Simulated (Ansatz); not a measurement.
Stepwise reaction of `[Br][InH2]` with water, as a gas-phase model of exchange steps in deposition or etching. ΔE in kJ/mol.

Gas-phase electronic energies from Ansatz, PBE0-D4/def2-TZVP geometries. CCSD(T)/CBS adds triple-zeta CCSD(T) − MP2 to the extrapolated MP2 energy (def2 sets, frozen cores). This one scheme is used for every species. Functionals use def2-TZVPP. B3LYP here is the variant with VWN-RPA as its local correlation; programs differ in this. def2 core potentials past Kr. For Br, In outer-core shells are correlated without core-valence functions, which leaves a few kJ/mol of doubt a bond. Scalar relativity is left out up to krypton. Each species was taken in one conformer, which may not be the lowest.

| step | reaction | PBE-D4 | B3LYP-D4 | ωB97M-V | CCSD(T)/CBS |
| --- | --- | --- | --- | --- | --- |
| 2 | `[OH][InH][Br]` + H₂O → `[OH][In]([OH])[Br]` + H₂ | -1.2 | 0.3 | 4.3 | -2.1 |

Question: Give the row of step 1, `[Br][InH2]` + H₂O → `[OH][InH][Br]` + H₂. (Best estimate.)

Answer: Ansatz gave: 
```tsv
step	reaction	PBE-D4	B3LYP-D4	ωB97M-V	CCSD(T)/CBS
1	`[Br][InH2]` + H₂O → `[OH][InH][Br]` + H₂	-9.4	-7.6	-3.8	-11.9
```

Question: By hand: ΔE of the 2 steps together at CCSD(T)/CBS.

Answer: (-11.9) + (-2.1) = -14.0 kJ/mol, or -7.0 kJ/mol a step.

In ΔE each step is higher than the one before. PBE-D4 differs from CCSD(T)/CBS by 0.9 to 2.5 kJ/mol a step. Isolated molecules leave out the surface, adducts and barriers. Largest T1 diagnostic: 0.014.
